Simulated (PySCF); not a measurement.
## Excitation energy of Mg⁺ by level of theory

Mg⁺ [Ne] 3s1 (2S) → Mg⁺ [Ne] 3d1 (2D), as a difference of total energies. Calculation: PySCF 2.14, in aug-cc-pCVTZ-DK with one added diffuse shell each of s, p, d, f type (9s8p6d4f, 91 functions); scalar relativity by spin-free X2C-1e. Correlated levels: valence and next inner shell: 1s2 frozen. The calculations carry no spin-orbit coupling.

| method | excitation energy (eV) |
| --- | --- |
| UHF | 8.640 |
| MP2 (valence and next inner shell) | 8.813 |
| SCS-MP2 (valence and next inner shell) | 8.775 |
| CCSD (valence and next inner shell) | 8.814 |
| CCSD(T) (valence and next inner shell) | 8.820 |

Problem. How much does correlation contribute at CCSD(T) (valence and next inner shell)?

Solution. 8.820 − (8.640) = 0.180 eV, measured against UHF.

Errors of the correlated levels include the incompleteness of this basis and the frozen core.

For comparison: 8.864 eV (measured; NIST levels, between the centres of gravity of the two terms).
